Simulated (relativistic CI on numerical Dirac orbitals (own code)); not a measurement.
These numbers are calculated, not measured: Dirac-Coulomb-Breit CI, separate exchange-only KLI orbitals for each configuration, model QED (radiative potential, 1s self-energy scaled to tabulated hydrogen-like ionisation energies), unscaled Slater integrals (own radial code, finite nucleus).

Configurations in the expansion (outside the closed core [Ne]): 3s2 3p6 3d10, 3s2 3p6 3d9 4s, 3s2 3p6 3d9 4p, 3s2 3p6 3d9 4d, 3s2 3p5 3d10 4s, 3s2 3p6 3d9 4f, 3s2 3p5 3d10 4p, 3s2 3p6 3d8 4s2, 3s2 3p5 3d10 4d, 3s2 3p6 3d8 4s 4p, 3s 3p6 3d10 4s, 3s2 3p6 3d9 5s, 3s2 3p5 3d10 4f, 3s2 3p6 3d8 4p2, 3s2 3p6 3d8 4s 4d, 3s2 3p6 3d9 5p, 3s 3p6 3d10 4p, 3s2 3p5 3d9 4s2, 3s2 3p6 3d9 5d, 3s2 3p6 3d8 4p 4d, 3s2 3p6 3d9 5f, 3s2 3p5 3d9 4s 4p, 3s2 3p6 3d9 5g, 3s 3p6 3d10 4d, 3s2 3p6 3d8 4d2, 3s2 3p5 3d9 4p2, 3s2 3p5 3d9 4s 4d, 3s 3p6 3d10 4f, 3s 3p6 3d9 4s2, 3s2 3p5 3d10 5s, 3s2 3p6 3d9 6s, 3s2 3p4 3d10 4s2, 3s2 3p6 3d9 6p, 3s2 3p5 3d9 4p 4d, 3s2 3p5 3d10 5p, 3s2 3p6 3d9 6d. Levels of other configurations are missing.

At this charge energies of transitions that change n are usually good to better than 1 %, and those within a shell (Δn = 0) to a few per cent.

Outline of the computed level scheme of Au LII. Lowest level of each configuration: 3s2 3p6 3d10 1S_0 at 0.00 eV; 3s2 3p6 3d9 4s 3D_3 at 1859.24 eV; 3s2 3p6 3d9 4p 3P°_2 at 1968.15 eV; 3s2 3p6 3d9 4d 3P_1 at 2272.75 eV; 3s2 3p5 3d10 4s 3P°_2 at 2373.58 eV; 3s2 3p6 3d9 4f 3P°_0 at 2472.87 eV; 3s2 3p5 3d10 4p 3P_1 at 2483.15 eV.

Some strong electric-dipole decays among the lowest 45 levels: 3s2 3p5 3d10 4s 1P°_1 → 3s2 3p6 3d10 1S_0 (3.1e+13 s⁻¹); 3s2 3p6 3d9 4p 1P°_1 → 3s2 3p6 3d10 1S_0 (1.8e+13 s⁻¹); 3s2 3p6 3d9 4p 3D°_1 → 3s2 3p6 3d10 1S_0 (1.0e+13 s⁻¹); 3s2 3p5 3d10 4p 3P_1 → 3s2 3p6 3d9 4p 3P°_2 (2.6e+12 s⁻¹); 3s2 3p5 3d10 4s 1P°_1 → 3s2 3p6 3d9 4s 1D_2 (2.5e+12 s⁻¹); 3s2 3p5 3d10 4s 3P°_2 → 3s2 3p6 3d9 4s 3D_3 (2.3e+12 s⁻¹); 3s2 3p6 3d9 4p 3P°_1 → 3s2 3p6 3d10 1S_0 (1.8e+12 s⁻¹); 3s2 3p6 3d9 4d 3G_3 → 3s2 3p6 3d9 4p 3F°_2 (1.2e+12 s⁻¹).

LS names give the leading component of a level, which can be under half, so a name can repeat, a term be missing and a line seem to break the LS rules.
